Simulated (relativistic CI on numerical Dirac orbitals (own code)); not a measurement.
**Pd⁵⁺ (4d5) in a crystal field**

Calculated by Dirac-Coulomb-Breit CI, separate exchange-only KLI orbitals for each configuration, model QED (radiative potential, 1s self-energy scaled to tabulated hydrogen-like ionisation energies), valence Slater integrals scaled by 0.9, one configuration in a parametric crystal field (own radial code). With so little scaling, terms lie 10 to 35 % too far apart, which can change the order of excited levels.

Field parameters in Wybourne normalisation: Oh B⁴₀ = 21Dq, B⁴₄ = √(5/14) B⁴₀. The field is a parameter set, without covalency.

S is read from ⟨S²⟩ = S(S + 1).

Powder χT (cm³ K mol⁻¹) by Van Vleck's formula, with temperature-independent terms:

```csv
Field,2 K,5 K,10 K,20 K,50 K,100 K,200 K,300 K
"Oh, 10Dq = 8500 cm⁻¹",4.12,4.32,4.34,4.35,4.35,4.35,4.35,4.35
"Oh, 10Dq = 15350 cm⁻¹",2.13,3.4,4.05,4.26,4.32,4.32,4.33,4.33
"Oh, 10Dq = 22150 cm⁻¹",1.06,1.17,1.36,1.74,2.79,3.65,4.02,4.1
"Oh, 10Dq = 28950 cm⁻¹",0.511,0.512,0.515,0.519,0.532,0.554,0.598,0.642
"Oh, 10Dq = 35800 cm⁻¹",0.491,0.492,0.494,0.498,0.511,0.531,0.572,0.614
"Oh, 10Dq = 42600 cm⁻¹",0.478,0.479,0.481,0.485,0.497,0.517,0.557,0.596
```

(1) For Oh, 10Dq = 35800 cm⁻¹: what effective moment follows at 300 K?

Results:

(1) μ_eff = √(8χT) = 2.22 μB. The ground level has S = 0.55; the spin-only moment for S = 1/2 is 1.73 μB. The difference comes from the orbital moment, spin-orbit mixing of terms and temperature-independent paramagnetism, all larger in this ionic model than in covalent complexes.
